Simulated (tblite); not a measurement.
C5H6N2Si.
SMILES with atom numbers: `[CH3:1][C:2]#[C:3]/[CH:4]=[N:5]/[SiH2:6][C:7]#[N:8]` (hydrogens: H9, H10, H11 on C1; H12 on C4; H13, H14 on Si6)

Computed with GFN2-xTB (tblite), gas phase: Langevin dynamics at 200 K from the optimised GFN2-xTB geometry, time step 0.5 fs, friction 0.01 fs⁻¹, 2000 steps.

Start geometry:
```
atom  x, y, z in Å
C1     -3.182   -1.687    0.788
C2     -2.062   -0.872    0.391
C3     -1.129   -0.189    0.049
C4     -0.039    0.610   -0.348
N5      0.980    0.753    0.382
Si6     2.458    1.599    0.274
C7      3.715    0.221    0.394
N8      4.514   -0.596    0.460
H9     -3.348   -2.471    0.050
H10    -2.989   -2.143    1.758
H11    -4.080   -1.073    0.854
H12    -0.160    1.090   -1.330
H13     2.797    2.343   -0.947
H14     2.524    2.415    1.483
```

The statistics below take the 31 frames saved every 25 fs from 250 to 1000 fs; their kinetic temperature (all 3N coordinates) averages 190 K.

Problem. Give the mean, spread and extremes of the bond lengths.

Solution. 
```json
{"bond": "C1–C2", "start (Å)": "1.440", "mean (Å)": "1.450", "standard deviation (Å)": "0.021", "shortest (Å)": "1.384", "longest (Å)": "1.491"}
{"bond": "C2≡C3", "start (Å)": "1.206", "mean (Å)": "1.208", "standard deviation (Å)": "0.015", "shortest (Å)": "1.177", "longest (Å)": "1.247"}
{"bond": "C3–C4", "start (Å)": "1.409", "mean (Å)": "1.409", "standard deviation (Å)": "0.017", "shortest (Å)": "1.370", "longest (Å)": "1.457"}
{"bond": "C4=N5", "start (Å)": "1.261", "mean (Å)": "1.261", "standard deviation (Å)": "0.018", "shortest (Å)": "1.222", "longest (Å)": "1.294"}
{"bond": "N5–Si6", "start (Å)": "1.706", "mean (Å)": "1.712", "standard deviation (Å)": "0.023", "shortest (Å)": "1.648", "longest (Å)": "1.757"}
{"bond": "Si6–C7", "start (Å)": "1.869", "mean (Å)": "1.875", "standard deviation (Å)": "0.030", "shortest (Å)": "1.825", "longest (Å)": "1.957"}
{"bond": "C7≡N8", "start (Å)": "1.145", "mean (Å)": "1.146", "standard deviation (Å)": "0.017", "shortest (Å)": "1.112", "longest (Å)": "1.179"}
{"bond": "C1–H9", "start (Å)": "1.090", "mean (Å)": "1.089", "standard deviation (Å)": "0.017", "shortest (Å)": "1.058", "longest (Å)": "1.128"}
{"bond": "C1–H10", "start (Å)": "1.089", "mean (Å)": "1.090", "standard deviation (Å)": "0.016", "shortest (Å)": "1.054", "longest (Å)": "1.119"}
{"bond": "C1–H11", "start (Å)": "1.090", "mean (Å)": "1.090", "standard deviation (Å)": "0.027", "shortest (Å)": "1.030", "longest (Å)": "1.156"}
{"bond": "C4–H12", "start (Å)": "1.100", "mean (Å)": "1.107", "standard deviation (Å)": "0.026", "shortest (Å)": "1.056", "longest (Å)": "1.161"}
{"bond": "Si6–H13", "start (Å)": "1.470", "mean (Å)": "1.479", "standard deviation (Å)": "0.040", "shortest (Å)": "1.403", "longest (Å)": "1.571"}
{"bond": "Si6–H14", "start (Å)": "1.460", "mean (Å)": "1.465", "standard deviation (Å)": "0.024", "shortest (Å)": "1.402", "longest (Å)": "1.516"}
```

Problem. Give the same statistics for bond angles, one of each kind among heavy atoms.

Solution. 
```
    angle  start (°)  mean (°)  standard deviation (°)  smallest (°)  largest (°)
 C1–C2–C3      179.5     174.5                     3.3         166.0        179.6
 C2–C3–C4      179.8     171.9                     3.6         162.7        177.9
 C3–C4–N5      121.8     122.6                     3.2         117.1        128.7
C4–N5–Si6      136.0     134.0                     4.2         125.9        142.4
N5–Si6–C7      102.3     103.2                     3.6          98.0        114.4
Si6–C7–N8      178.0     171.8                     4.0         163.0        179.1
```

Problem. How far does each atom move about its mean position (frames aligned on the start, all atoms weighted alike), and what rms force does it feel?

Solution. 
```json
{"atom": "C1", "rms displacement (Å)": "0.08", "rms force (eV/Å)": "1.26"}
{"atom": "C2", "rms displacement (Å)": "0.10", "rms force (eV/Å)": "1.91"}
{"atom": "C3", "rms displacement (Å)": "0.15", "rms force (eV/Å)": "1.90"}
{"atom": "C4", "rms displacement (Å)": "0.15", "rms force (eV/Å)": "1.57"}
{"atom": "N5", "rms displacement (Å)": "0.23", "rms force (eV/Å)": "1.54"}
{"atom": "Si6", "rms displacement (Å)": "0.11", "rms force (eV/Å)": "1.20"}
{"atom": "C7", "rms displacement (Å)": "0.19", "rms force (eV/Å)": "2.35"}
{"atom": "N8", "rms displacement (Å)": "0.34", "rms force (eV/Å)": "2.16"}
{"atom": "H9", "rms displacement (Å)": "0.75", "rms force (eV/Å)": "0.63"}
{"atom": "H10", "rms displacement (Å)": "0.78", "rms force (eV/Å)": "0.59"}
{"atom": "H11", "rms displacement (Å)": "0.78", "rms force (eV/Å)": "0.96"}
{"atom": "H12", "rms displacement (Å)": "0.37", "rms force (eV/Å)": "0.73"}
{"atom": "H13", "rms displacement (Å)": "0.27", "rms force (eV/Å)": "0.70"}
{"atom": "H14", "rms displacement (Å)": "0.29", "rms force (eV/Å)": "0.53"}
```

The displacements run from 0.08 to 0.78 Å.

Problem. Follow the torsion C4–N5–Si6–C7 through every second one of these frames.

Solution. 
| t (fs) | C4–N5–Si6–C7 (°) |
| --- | --- |
| 250 | -151 |
| 300 | -159 |
| 350 | -133 |
| 400 | -111 |
| 450 | -118 |
| 500 | -129 |
| 550 | -125 |
| 600 | -121 |
| 650 | -107 |
| 700 | -93 |
| 750 | -121 |
| 800 | -152 |
| 850 | -166 |
| 900 | -151 |
| 950 | -130 |
| 1000 | -121 |

Largest departure from the start value over all these frames: C4–N5–Si6–C7 45° (start -120°).

Problem. How widely does the potential energy scatter, against a harmonic estimate?

Solution. Mean 0.29 eV above the start, standard deviation 0.079 eV, range 0.18 to 0.49 eV. For 36 classical harmonic modes at 200 K the canonical values are 36kT/2 = 0.31 eV and kT·√(36/2) = 0.073 eV.

The run is classical and short, so these are rough statistics of one trajectory.

The cost below is that of the whole dynamics run. On one thread of an Intel Xeon at 2.50 GHz, shared host with 64 logical CPUs at a one-minute load of 58, this took 40 s and 0.18 GiB of memory at its peak.
